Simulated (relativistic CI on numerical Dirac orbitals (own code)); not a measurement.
## Hg39+: computed level list

Method of calculation: Dirac-Coulomb-Breit CI, KLI orbitals optimised for each configuration, model QED, unscaled Slater integrals (own radial code, finite nucleus).

Configuration list (outside the closed core [Ar] 3d10): 4s2 4p6 4d5, 4s2 4p6 4d4 4f, 4s2 4p5 4d6, 4s 4p6 4d5 4f, 4p6 4d7, 4p5 4d8, 4s2 4p6 4d3 5s2, 4s2 4p6 4d2 4f 5s2, 4s 4p6 4d3 4f 5s2. Double excitations out of closed p, d and f shells are left out; levels of such configurations are missing from the list, as are those of other unlisted configurations, and high levels can miss mixing partners.

The lowest level is 4s2 4p6 4d5 4P_5/2, with 27 % of that term; Hund's rules for 4s2 4p6 4d5 give 6S with J = 5/2, of which the calculation keeps J, while another term leads.

```
No.  Configuration  Term     J   E (eV)    %  Next component (%)  Lifetime (s)
  1    4s2 4p6 4d5    4P   5/2    0.000   27               24 2D              
  2    4s2 4p6 4d5    6S   5/2   20.874   37               22 2F      5.99e-06
  3    4s2 4p6 4d5    4G   7/2   26.603   34               24 2F      1.16e-05
  4    4s2 4p6 4d5    4D   3/2   27.270   39               30 4P      4.90e-06
  5    4s2 4p6 4d5    2H  11/2   27.619   43               34 4G              
  6    4s2 4p6 4d5    4G   9/2   29.769   30               30 2G      3.78e-03
  7    4s2 4p6 4d5    2D   5/2   31.305   30               29 4D      1.17e-04
  8    4s2 4p6 4d5    4P   1/2   32.597   44               29 2S      4.85e-04
  9    4s2 4p6 4d5    2F   7/2   33.508   40               33 2G      1.83e-04
 10    4s2 4p6 4d5    2D   3/2   40.539   60               21 4F      4.24e-05
 11    4s2 4p6 4d5    6S   5/2   47.170   32               28 2D      2.59e-06
 12    4s2 4p6 4d5    4D   7/2   51.162   52               41 4G      4.79e-06
 13    4s2 4p6 4d5    2I  11/2   51.726   50               49 4G      7.09e-06
 14    4s2 4p6 4d5    4G   9/2   52.591   61               36 2G      7.14e-06
 15    4s2 4p6 4d5    4D   1/2   54.174   77               16 2S      3.88e-06
 16    4s2 4p6 4d5    2I  13/2   54.458  100                          3.46e-05
 17    4s2 4p6 4d5    4P   3/2   54.951   53               34 4F      2.60e-06
 18    4s2 4p6 4d5    2F   5/2   55.672   42               31 4D      4.81e-06
 19    4s2 4p6 4d5    2H   9/2   58.240   52               47 4F      3.87e-06
 20    4s2 4p6 4d5    2G   7/2   59.512   61               35 2F      1.33e-05
 21    4s2 4p6 4d5    4F   5/2   59.920   64               26 2D      3.76e-06
 22    4s2 4p6 4d5    2D   3/2   60.812   86               11 4D      9.25e-06
 23    4s2 4p6 4d5    4P   1/2   63.131   41               37 2P      4.69e-06
 24    4s2 4p6 4d5    2G   7/2   63.270   46               35 2F      6.90e-06
 25    4s2 4p6 4d5    2G   9/2   67.129   78               12 2H      1.22e-05
 26    4s2 4p6 4d5    2P   3/2   73.948   74               24 2D      1.14e-05
 27    4s2 4p6 4d5    2D   5/2   75.088   70               13 4D      4.87e-06
 28    4s2 4p6 4d5    2F   5/2   78.010   31               30 4P      1.72e-06
 29    4s2 4p6 4d5    2F   7/2   81.955   29               28 4F      2.35e-06
 30    4s2 4p6 4d5    2H  11/2   83.032   56               27 2I      2.92e-06
 31    4s2 4p6 4d5    2D   3/2   83.250   31               30 4D      1.88e-06
 32    4s2 4p6 4d5    2G   9/2   86.226   56               17 4F      3.33e-06
 33    4s2 4p6 4d5    2D   5/2   88.441   63               22 2F      2.93e-06
 34    4s2 4p6 4d5    2G   7/2   89.715   54               34 2F      3.29e-06
 35    4s2 4p6 4d5    2P   1/2   93.446   53               35 2S      3.14e-06
 36    4s2 4p6 4d5    2D   3/2  100.488   75               17 2P      2.34e-06
 37    4s2 4p6 4d5    2D   5/2  112.431   41               23 2F      1.32e-06
 38    4p5 4d6(5D)   6F°  11/2  203.526   41              39 4G°      1.52e-10
 39    4p5 4d6(3P)   4D°   7/2  207.203   36              18 2F°      3.07e-11
 40    4p5 4d6(3F)   2D°   5/2  207.385   29              28 4P°      1.26e-10
 41    4p5 4d6(3F)   4F°   9/2  209.161   40              24 6D°      1.49e-10
 42     4d4(3P) 4f   4G°   5/2  213.020   17              15 2F°      2.28e-11
 43    4p5 4d6(1D)   2P°   1/2  213.657   38              22 2S°      1.55e-10
 44    4p5 4d6(3P)   4D°   7/2  218.402   33              20 2F°      2.22e-11
 45    4p5 4d6(3P)   4P°   3/2  220.068   17              16 2P°      5.65e-12
 46     4d4(3P) 4f   4G°   5/2  221.673   17               9 6H°      6.54e-12
 47    4p5 4d6(1S)   2P°   3/2  222.192   35              19 4P°      3.68e-11
 48    4p5 4d6(5D)   6F°   9/2  227.394   50              17 4F°      9.50e-11
 49     4d4(3P) 4f   4G°   7/2  228.428   19              16 4F°      1.16e-11
 50    4p5 4d6(5D)   6F°  11/2  228.442   39              20 2H°      1.18e-10
 51    4p5 4d6(5D)   6D°   7/2  229.949   20              18 4F°      2.72e-11
 52    4p5 4d6(3G)   4H°  13/2  230.576   68              19 4I°      9.07e-11
 53    4p5 4d6(5D)   4P°   5/2  231.098   19              17 4F°      5.21e-11
 54    4p5 4d6(3F)   2D°   3/2  231.828   23              21 4F°      4.07e-11
 55    4p5 4d6(3H)   4H°   9/2  232.768   19              19 6D°      2.95e-11
 56    4p5 4d6(3G)   2F°   7/2  233.684   34              18 4G°      6.29e-11
 57    4p5 4d6(1G)   2F°   5/2  233.910   15              15 4G°      1.21e-11
 58    4p5 4d6(3D)   4P°   1/2  235.639   32              22 4D°      6.08e-11
 59    4p5 4d6(3H)   4I°  15/2  235.797   71              26 2K°      2.46e-10
 60    4p5 4d6(1D)   2D°   3/2  236.206   22              19 4D°      3.22e-11
 61    4p5 4d6(3H)   4H°  11/2  236.615   27              26 4G°      2.94e-11
 62    4p5 4d6(3H)   2G°   9/2  236.726   23              18 4F°      4.34e-11
 63     4d4(5D) 4f   6H°   7/2  237.329   21              16 4G°      4.57e-11
 64     4d4(5D) 4f   6H°   5/2  237.354   14              13 2D°      2.76e-11
 65    4p5 4d6(3G)   4H°  13/2  237.674   42              37 2I°      5.04e-11
 66     4d4(3P) 4f   4F°   3/2  237.954   25              16 6G°      2.88e-11
 67     4d4(1G) 4f   2I°  11/2  239.016   18              16 4K°      5.30e-11
 68    4s2 4p5 4d6   4F°   5/2  239.454   12              12 4D°      1.99e-11
 69    4p5 4d6(3D)   4D°   7/2  239.640   31              16 4F°      9.29e-11
 70    4p5 4d6(3P)   4P°   3/2  239.720   13              13 2P°      1.53e-11
```

Energies count from the lowest computed level; ° marks odd parity; lifetimes are radiative, by E1, M1, E2, M2, E3 decay to levels of this space only; some are left blank where a channel outside the calculation adds to the decay or the decay crosses a small, uncertain gap. Percentages are summed over parent terms; the parents shown are those of the largest component, closed shells are left out there.

The mean weight of the leading LS term, summed over parents, in these 70 levels is 41 %, and that of the leading jj configuration (from the same eigenvectors) 86 %, so jj coupling describes them better and the LS labels are nominal.

At this charge energies of transitions that change n are usually good to better than 1 %, and those within a shell (Δn = 0) to a few per cent. Terms inside the open d or f shell come out 10 to 20 % too wide with unscaled integrals.

LS names give the leading component of a level, which can be under half, so a name can repeat, a term be missing and a line seem to break the LS rules.
